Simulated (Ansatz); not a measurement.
CH₅AlO₂Si, SMILES `O=[C]([SiH3])[AlH][OH]`, relaxed with RKS PBE-D4/def2-SVP in Ansatz from a rough embedded geometry. The force threshold is 0.03 eV/Å; the program also tests the step.

Charge 0, multiplicity 1.

Start:

```xyz
10

O    -1.820   -0.053   -1.323
C    -0.855    0.041   -0.611
Si   -1.102   -0.319    1.148
Al    0.973    0.482   -1.213
O     2.356    0.570   -0.118
H    -0.258    0.608    1.980
H    -0.691   -1.700    1.489
H    -2.485   -0.133    1.562
H     1.167    0.813   -2.825
H     2.715   -0.309   -0.089
```

**Question.** How much energy does the relaxation release, and in how many steps? (Estimate.)

**Answer.** The calculation gave: 17.40 kcal/mol, in 8 steps.

**Question.** Which bonds change most? (Estimate.)

**Answer.** Ansatz gave: C2–Si3 from 1.812 to 1.968 Å; C2–Al4 from 1.974 to 2.047 Å; Al4–H9 from 1.657 to 1.600 Å; Si3–H8 from 1.456 to 1.504 Å.

**Question.** Give the relaxed structure. (Estimate.)

**Answer.** Computed: 
```xyz
10

O    -1.808    0.242   -1.390
C    -0.887    0.110   -0.585
Si   -1.226   -0.312    1.307
Al    1.006    0.334   -1.331
O     2.250    0.064   -0.175
H    -0.500    0.702    2.153
H    -0.625   -1.667    1.585
H    -2.694   -0.317    1.632
H     1.279    0.725   -2.859
H     3.205    0.120   -0.337
```
